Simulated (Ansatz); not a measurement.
`C/[C]([AlH2])=C\[SiH3]` → Al• + 3 C• + 9 H• + Si•  (atomization)

Isolated molecules relaxed with PBE0-D4/def2-TZVP in Ansatz; ΔE leaves out vibrations. CCSD(T)/CBS is the MP2 limit (def2-TZVPP, def2-QZVPP) plus CCSD(T) − MP2 in def2-TZVPP, frozen cores. This one scheme is used for every species, atoms too. Functionals use def2-TZVPP. B3LYP here is the variant with VWN-RPA as its local correlation; programs differ in this. No spin–orbit coupling; open shells (•) take unrestricted orbitals. Spin–orbit coupling would lower the free atoms: a little for Al, C, Si.

`C/[C]([AlH2])=C\[SiH3]`:

Z-matrix (Å, degrees):
```
C
C 1 1.499
H 1 1.095 2 110.9
H 1 1.095 2 111.0 3 117.5
H 1 1.095 2 113.3 3 -121.2
Al 2 1.953 1 123.5 3 -59.0
C 2 1.347 1 122.1 3 121.2
H 6 1.587 2 116.6 1 179.7
H 6 1.590 2 121.9 1 -0.4
Si 7 1.875 2 126.3 1 0.0
H 7 1.092 2 118.0 1 -179.9
H 10 1.489 7 111.6 2 -61.0
H 10 1.486 7 108.9 2 179.2
H 10 1.489 7 111.6 2 59.5
```

| level | ΔE (kJ/mol) | difference from CCSD(T)/CBS |
| --- | --- | --- |
| PBE-D4 | 4933.0 | 35.4 |
| r2SCAN-D4 | 4906.1 | 8.5 |
| PBE0-D4 | 4891.7 | -5.9 |
| B3LYP-D4 | 4902.0 | 4.4 |
| ωB97X-V | 4913.4 | 15.8 |
| ωB97M-V | 4907.6 | 10.0 |
| B2PLYP | 4842.4 | -55.2 |
| PBE | 4901.4 | 3.8 |
| r2SCAN | 4898.1 | 0.5 |
| PBE0 | 4864.7 | -32.9 |
| B3LYP | 4851.2 | -46.4 |
| HF/def2-TZVPP | 3715.8 | -1181.8 |
| MP2/def2-TZVPP | 4812.8 | -84.8 |
| SCS-MP2/def2-TZVPP | 4822.4 | -75.2 |
| CCSD/def2-TZVPP | 4728.2 | -169.4 |
| CCSD(T)/def2-TZVPP | 4787.1 | -110.5 |
| HF/def2-QZVPP | 3722.0 | -1175.6 |
| MP2/def2-QZVPP | 4878.3 | -19.3 |
| SCS-MP2/def2-QZVPP | 4896.7 | -0.9 |
| HF/CBS(def2) | 3723.0 | -1174.6 |
| MP2/CBS(def2) | 4923.3 | 25.7 |
| CCSD/CBS(def2) | 4838.7 | -58.9 |
| CCSD(T)/CBS | 4897.6 | 0 |

Largest T1 diagnostic among the species: 0.018.

In def2-TZVPP, CCSD(T) changes the Hartree–Fock value by +1071.3 kJ/mol (the triples alone add +58.9 kJ/mol) and MP2 by +1096.9 kJ/mol; breaking electron pairs costs correlation energy, which Hartree–Fock lacks. From PBE to PBE0 (25 % exact exchange), in def2-TZVPP and without D4, ΔE moves by −36.7 kJ/mol: exact exchange takes away binding that semilocal exchange gives to molecules.

For atomizations the MP2-based limit and the directly extrapolated one differ by several kJ/mol either way, and by 10 to 25 for some Ge, Se and Sn compounds, so smaller differences from it don't rank the levels.
